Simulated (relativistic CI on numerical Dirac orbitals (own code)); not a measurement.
# V⁺ (3d4) in a crystal field

Calculated by Dirac-Coulomb-Breit CI, orbitals from a KLI potential per configuration, QED by a radiative potential, valence Slater integrals scaled by 0.8, one configuration in a parametric crystal field (own radial code).

Field parameters in Wybourne normalisation: Td as Oh with Dq negative (B⁴₀ = 21Dq, B⁴₄ = √(5/14) B⁴₀). The field is a parameter set, without covalency.

S and J are read from ⟨S²⟩ = S(S + 1) and ⟨J²⟩ = J(J + 1) of each level; they are not fictitious spins.

Td, 10Dq = -1050 cm⁻¹, the lowest 10 levels:

```tsv
E (cm⁻¹)	Degeneracy	Irrep	S	J
0.0	1	A1	2.00	1.91
10.8	3	T1	2.00	2.13
20.8	3	T2	2.00	2.33
100	2	E	2.00	3.09
107	3	T1	2.00	3.20
167	3	T2	2.00	3.72
1133	1	A2	2.00	3.00
1137	3	T2	2.00	3.10
1141	2	E	2.00	3.19
1145	3	T1	2.00	3.26
```

Td, 10Dq = -1900 cm⁻¹, the lowest 16 levels:

| E (cm⁻¹) | Degeneracy | Irrep | S | J |
| --- | --- | --- | --- | --- |
| 0.0 | 1 | A1 | 2.00 | 2.11 |
| 7.3 | 3 | T1 | 2.00 | 2.24 |
| 13.6 | 3 | T2 | 2.00 | 2.35 |
| 97.0 | 2 | E | 2.00 | 3.17 |
| 101 | 3 | T1 | 2.00 | 3.23 |
| 160 | 3 | T2 | 2.00 | 3.74 |
| 1975 | 1 | A2 | 2.00 | 3.00 |
| 1977 | 3 | T2 | 2.00 | 3.05 |
| 1978 | 2 | E | 2.00 | 3.11 |
| 1980 | 3 | T1 | 2.00 | 3.15 |
| 1982 | 1 | A1 | 2.00 | 3.20 |
| 11115 | 1 | A1 | 1.00 | 3.77 |
| 11181 | 3 | T1 | 1.00 | 4.18 |
| 11257 | 2 | E | 1.00 | 4.83 |
| 11263 | 3 | T2 | 1.00 | 4.90 |
| 12016 | 3 | T1 | 1.00 | 4.62 |

Td, 10Dq = -2750 cm⁻¹, the lowest 10 levels:

```tsv
E (cm⁻¹)	Degeneracy	Irrep	S	J
0.0	1	A1	2.00	2.19
5.8	3	T1	2.00	2.28
10.8	3	T2	2.00	2.35
95.6	2	E	2.00	3.21
98.7	3	T1	2.00	3.24
158	3	T2	2.00	3.75
2821	1	A2	2.00	3.00
2822	3	T2	2.00	3.04
2823	2	E	2.00	3.07
2824	3	T1	2.00	3.11
```

The free-ion ground term has S = 2. Every field shown keeps that spin.

Levels of this model without a field, named by their leading LS term (the scale mimics covalency, so terms lie below those of the real free ion): 5D_0 0, 5D_1 32, 5D_2 93, 5D_3 184, 5D_4 299, 3H_4 12209, 3H_5 12268, 3H_6 12333 cm⁻¹.
